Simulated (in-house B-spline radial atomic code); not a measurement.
## Binding energies in the magnesium ion Mg⁷⁺

NIST's tabulated ground configuration is [He] 2s2 2p1; each binding energy is the energy of the ion with one electron taken from that subshell, relaxed, less that of the parent. All numbers are computed (Dirac-Hartree-Fock, average of configuration; Fermi nucleus of rms radius 3.057 fm) with an all-electron radial atomic-structure program (B-spline basis), not measured. Energies include first-order Breit, QED and recoil terms.

| subshell | X-ray name | binding energy (eV) | -ε (eV) | relaxation (eV) |
| --- | --- | --- | --- | --- |
| 1s | K | 1580.7 | 1588.8 | 7.3 |
| 2s | L1 | 284.2 | 284.9 | 0.6 |
| 2p | L2,3 | 265.8 | 266.5 | 0.7 |

Relaxation = -ε minus the binding energy without Breit, QED and recoil terms.

(1) What does it cost to remove both a 2s and a 2p electron?

(2) What does it cost to remove both a 1s and a 2p electron?

(3) What does it cost to remove two 2s electrons?

## Answers

(1) 589.76 eV, which is 39.69 eV more than the two single binding energies together.

(2) 1909.2 eV, which is 62.69 eV more than the two single binding energies together.

(3) 610.04 eV, which is 41.6 eV more than the two single binding energies together.
